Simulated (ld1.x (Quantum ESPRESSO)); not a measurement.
# Li (Z = 3), TM: configuration errors across variants

| Property | Result |
| --- | --- |
| Element | Li (Z = 3) |
| Generator | ld1.x (Quantum ESPRESSO) 7.5 |
| Type | norm-conserving Troullier–Martins (Kleinman–Bylander form) |
| Functional | PBEsol |
| Relativity | non-relativistic |
| Frozen core | none |
| Valence charge | 3 |
| Reference configuration | 1s2 2s0 2p0 (charge +1) |
| Partial waves | 1s (bound): rc 0.50 bohr; 2p (bound, empty): rc 3.45 bohr |
| Local potential | all-electron potential smoothed inside 2.45 bohr (lloc = -1) |
| Core correction | none |

All-electron excitation energies from the reference (eV): (1) 1s2 2s1 2p0 -5.186; (2) 1s2 2s0.5 2p0 -3.173; (3) 1s2 2s0 2p1 -3.426; (4) 1s1 2s1 2p0 62.585.

Errors AE − PS in meV (a dash: test not solved or not reliable):

```csv
change,(1),(2),(3),(4),bound ghosts
base,-150,-100,+1.9,-886,none
"all radii scaled by about 0.85 (s 0.42, p 2.94 bohr); local potential all-electron potential smoothed inside 2.08 bohr (lloc = -1)",-111,-74,+0.3,-717,none
"all radii scaled by about 1.09 (s 0.54, p 3.76 bohr); local potential all-electron potential smoothed inside 2.68 bohr (lloc = -1)",-198,-132,+5.3,-1078,none
"all radii scaled by about 1.15 (s 0.58, p 3.96 bohr); local potential all-electron potential smoothed inside 2.82 bohr (lloc = -1)",-243,-161,+8.4,-1238,none
"all radii scaled by about 1.28 (s 0.64, p 4.42 bohr); local potential all-electron potential smoothed inside 3.14 bohr (lloc = -1)",-391,-256,+18,-1764,none
"all radii scaled by about 1.36 (s 0.68, p 4.70 bohr); local potential all-electron potential smoothed inside 3.34 bohr (lloc = -1)",-461,-300,+30,-1976,none
```

Question: Give the same row for: all radii scaled by about 0.77 (s 0.38, p 2.66 bohr); local potential all-electron potential smoothed inside 1.90 bohr (lloc = -1).

Answer: -106, -71, +0.2, -697; bound ghosts: none.
